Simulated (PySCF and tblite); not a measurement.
The numbers below are computed, except where a source is named.
Stationary points of C₄H₉NSe at GFN2-xTB, in Å:

Structure A

```
 1 C     1.347    0.198    0.065
 2 C     1.058   -1.291   -0.026
 3 Se   -0.491   -1.629   -1.189
 4 C    -1.619   -0.367   -0.189
 5 C    -0.940    0.987   -0.074
 6 N     0.264    0.897    0.734
 7 H     1.533    0.593   -0.951
 8 H     2.255    0.340    0.658
 9 H     0.819   -1.695    0.959
10 H     1.903   -1.829   -0.453
11 H    -2.564   -0.287   -0.726
12 H    -1.789   -0.795    0.800
13 H    -0.731    1.375   -1.089
14 H    -1.626    1.681    0.421
15 H     0.570    1.829    0.990
```

Structure B

```
 1 C     1.378    0.264   -0.042
 2 C     1.087   -1.234    0.021
 3 Se   -0.521   -1.684   -1.028
 4 C    -1.612   -0.301   -0.142
 5 C    -0.910    1.055   -0.180
 6 N     0.354    1.115    0.524
 7 H     1.518    0.565   -1.085
 8 H     2.310    0.464    0.498
 9 H     0.909   -1.559    1.050
10 H     1.908   -1.813   -0.402
11 H    -2.564   -0.266   -0.672
12 H    -1.783   -0.628    0.887
13 H    -0.722    1.340   -1.220
14 H    -1.571    1.806    0.264
15 H     0.214    0.882    1.504
```

Structure C

```
 1 C     1.377    0.222    0.007
 2 C     1.083   -1.278   -0.005
 3 Se   -0.504   -1.651   -1.112
 4 C    -1.632   -0.340   -0.169
 5 C    -0.939    1.023   -0.132
 6 N     0.303    0.976    0.574
 7 H     1.561    0.547   -1.031
 8 H     2.286    0.402    0.587
 9 H     0.872   -1.646    1.000
10 H     1.908   -1.844   -0.438
11 H    -2.578   -0.292   -0.709
12 H    -1.801   -0.722    0.839
13 H    -0.771    1.353   -1.172
14 H    -1.599    1.746    0.352
15 H     0.435    1.504    1.409
```

Level: revPBE/pcSseg-1 + D3(BJ), IEF-PCM chloroform on GFN2-xTB stationary points, with GFN2-xTB thermal terms.

Problem. Which structure is a saddle point, and along which motion?

Solution. C: one imaginary mode (664i cm⁻¹ at GFN2-xTB, mostly on H15, N6), along the pyramidal inversion at N6.

Problem. Give their symmetry and energies above the lowest.

Solution. A Cs, 0.1 kcal/mol; B Cs, 0.0 kcal/mol; C Cs, 5.2 kcal/mol.

Spin–orbit effects of heavy atoms on shieldings are missing.
